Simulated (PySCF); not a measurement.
CH7GeN, SMILES [CH3][GeH2][NH2]. Heavy atoms are numbered as in [GeH2:1]([CH3:2])[NH2:3]. Hydrogens are named by the atom that carries them.

Geometry optimised at PBE0-D3(BJ)/def2-SVP. The structure was generated by enumeration, and PubChem lists no compound with its InChIKey, so it may never have been made. The values are those of a single conformer.

Method: HF/pcSseg-1 run with PySCF.

GIAO shieldings, no solvent; atoms alike by connectivity are averaged. δ = σ(ref) − σ: ⁷³Ge against GeH4 (σ = 1776.1 ppm); ¹³C against TMS (σ = 192.6 ppm); ¹⁵N against NH3 (σ = 267.3 ppm); ¹H against TMS (σ = 31.99 ppm), references at their B3LYP-D3(BJ)/def2-TZVP geometries, non-relativistic.

```tsv
atoms	nucleus	count	δ (ppm)
Ge1 (GeH2)	⁷³Ge	1	221.6
C2 (CH3)	¹³C	1	(withheld)
N3 (NH2)	¹⁵N	1	(withheld)
H on Ge1	¹H	2	4.48
H on C2	¹H	3	0.52
H on N3	¹H	2	(withheld)
```

Q: What belongs in the gaps? (The exact figures need the calculation; the answer reports its results.)

A: 
- C2 (CH3), δ (ppm): 1.2
- H on N3, δ (ppm): -0.18
- N3 (NH2), δ (ppm): -7.1
